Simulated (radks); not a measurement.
Ionisation of neutral sulfur, [Ne] 3s2 3p4, to [Ne] 3s2 3p3 as the strength of local exchange is varied. Calculated with a radial shooting solver on a logarithmic mesh with Libxc functionals: scalar-relativistic Kohn-Sham, Slater X-alpha exchange (alpha = 2/3 is LDA exchange), no correlation, spin-polarised, spherical densities, finite nucleus; open shells are filled with parallel spins first; Fermi nuclear charge, rms radius 3.2611 fm.

alpha,E(S) (hartree),exchange (hartree),IE (eV),-e of the level emptied (eV),<r> of it (bohr)
0.624,-395.16982,-21.44984,8.475,4.417 (3p),2.199
0.635,-395.54819,-21.84608,8.560,4.497 (3p),2.192
0.667,-396.65067,-23.00234,8.812,4.732 (3p),2.172
0.79,-400.91302,-27.49561,9.820,5.685 (3p),2.099
0.849,-402.97145,-29.67842,10.325,6.170 (3p),2.066
0.915,-405.28475,-32.14130,10.907,6.732 (3p),2.031

NIST Atomic Spectra Database: 10.360 eV (measured). The Delta-SCF value meets it near alpha = 0.85. Open shells are spherical and high-spin; term and fine-structure splittings are not resolved.
